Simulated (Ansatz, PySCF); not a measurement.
This triplet is an excited state, 1.44 eV above the relaxed singlet at the level B3LYP/cc-pVTZ // PBE0-D3(BJ)/def2-TZVP (Ansatz, a first-principles code).

Cartesian coordinates (Å):
```xyz
4

N      1.9898     0.0032     0.3635
C      0.8819     0.1021     0.0412
Ge    -0.8809     0.3504    -0.5730
H     -1.9908    -0.4557     0.1214
```
Charge 0, spin multiplicity 3.

Q: What is the computed total energy, dipole moment and highest occupied spin orbital (PBE-D3(BJ)/def2-TZVP // PBE0-D3(BJ)/def2-TZVP in PySCF)?

A: 
The total energy is -59047.90 eV. The dipole moment comes out as 3.59 D. The highest occupied spin orbital comes out as -5.28 eV.
